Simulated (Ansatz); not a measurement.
```xyz
3

N     0.0000    0.0000    0.0000
N     0.0000    0.0000   -2.2600
O     0.0000    0.0000    2.3600
```

Basis set: pcseg-2 (spherical functions). Charge 0, multiplicity 1.

Computed with Ansatz (development build ahead of 0.2.0); each method stands on the lowest determinant of its kind that the runs found.

(1) Give the atomization energy at this shape (free ground-state atoms in the same class of orbitals less the molecule, no zero-point energy) of singlet N₂O by PBE (unrestricted), RHF.

Answers

(1)

```json
{"method": "PBE (unrestricted)", "atomization energy": "0.34 eV"}
{"method": "RHF", "atomization energy": "-12.92 eV"}
```

Caution: the shape is not the minimum. Caution for PBE (unrestricted): the unrestricted determinant is a mixture of spin states. Caution for RHF: stretched shape with no unrestricted run beside it, a lower state can exist; the molecule lies well above its atoms at this level.
